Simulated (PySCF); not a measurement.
# Radial density of Xe (xenon, neutral)

UHF, [Kr] 4d10 5s1 5p6 6p1, high-spin 3P determinant (an excited configuration). Calculation: PySCF 2.14, in aug-cc-pVDZ-PP with ECP28MDF (5s4p3d, 32 functions); scalar relativity through the core potential. This is the valence pseudo-density: the core potential removes the inner electrons and smooths the orbitals near the nucleus.

```json
{"r (bohr)": "0.00125", "4πr²ρ (e/bohr)": "1.232e-05", "4πr²(ρα − ρβ)": "0.0000"}
{"r (bohr)": "0.00210", "4πr²ρ (e/bohr)": "3.466e-05", "4πr²(ρα − ρβ)": "0.0000"}
{"r (bohr)": "0.00353", "4πr²ρ (e/bohr)": "9.661e-05", "4πr²(ρα − ρβ)": "0.0000"}
{"r (bohr)": "0.00594", "4πr²ρ (e/bohr)": "0.0002623", "4πr²(ρα − ρβ)": "0.0000"}
{"r (bohr)": "0.00998", "4πr²ρ (e/bohr)": "0.0006630", "4πr²(ρα − ρβ)": "0.0001"}
{"r (bohr)": "0.0168", "4πr²ρ (e/bohr)": "0.001412", "4πr²(ρα − ρβ)": "0.0002"}
{"r (bohr)": "0.0282", "4πr²ρ (e/bohr)": "0.002244", "4πr²(ρα − ρβ)": "0.0003"}
{"r (bohr)": "0.0475", "4πr²ρ (e/bohr)": "0.003034", "4πr²(ρα − ρβ)": "0.0003"}
{"r (bohr)": "0.0799", "4πr²ρ (e/bohr)": "0.005725", "4πr²(ρα − ρβ)": "0.0003"}
{"r (bohr)": "0.134", "4πr²ρ (e/bohr)": "0.04226", "4πr²(ρα − ρβ)": "0.0005"}
{"r (bohr)": "0.226", "4πr²ρ (e/bohr)": "0.4909", "4πr²(ρα − ρβ)": "0.0049"}
{"r (bohr)": "0.380", "4πr²ρ (e/bohr)": "6.684", "4πr²(ρα − ρβ)": "0.0914"}
{"r (bohr)": "0.640", "4πr²ρ (e/bohr)": "28.63", "4πr²(ρα − ρβ)": "0.1851"}
{"r (bohr)": "1.08", "4πr²ρ (e/bohr)": "12.92", "4πr²(ρα − ρβ)": "0.2437"}
{"r (bohr)": "1.81", "4πr²ρ (e/bohr)": "4.908", "4πr²(ρα − ρβ)": "0.8906"}
{"r (bohr)": "3.04", "4πr²ρ (e/bohr)": "1.345", "4πr²(ρα − ρβ)": "0.0132"}
{"r (bohr)": "5.12", "4πr²ρ (e/bohr)": "0.2899", "4πr²(ρα − ρβ)": "0.2244"}
{"r (bohr)": "8.61", "4πr²ρ (e/bohr)": "0.06831", "4πr²(ρα − ρβ)": "0.0683"}
{"r (bohr)": "14.5", "4πr²ρ (e/bohr)": "1.878e-05", "4πr²(ρα − ρβ)": "0.0000"}
```

Energies and moments cover only the electrons outside the core potential. The outer electron is Rydberg-like, and this basis confines it to a smaller radius and binds it less than a complete one would.
